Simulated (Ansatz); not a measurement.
```xyz
2

Ca    0.0000    0.0000    0.0000
H     0.0000    0.0000    2.8980
```

Basis set: pcseg-2 (spherical functions). Charge 0, multiplicity 2.

Computed with Ansatz (development build ahead of 0.2.0); each method stands on the lowest determinant of its kind that the runs found. Restricted functionals stand beside restricted open-shell atoms, which can lie above the unrestricted atoms usual in DFT and then raise those values.

Question: Give the atomization energy at this shape (free ground-state atoms in the same class of orbitals less the molecule, no zero-point energy) of doublet CaH by PBE (unrestricted), PBE (restricted open-shell).

Answer:

```tsv
method	atomization energy
PBE (unrestricted)	22.04 kcal/mol
PBE (restricted open-shell)	21.57 kcal/mol
```

The shape needn't be a minimum at these levels.
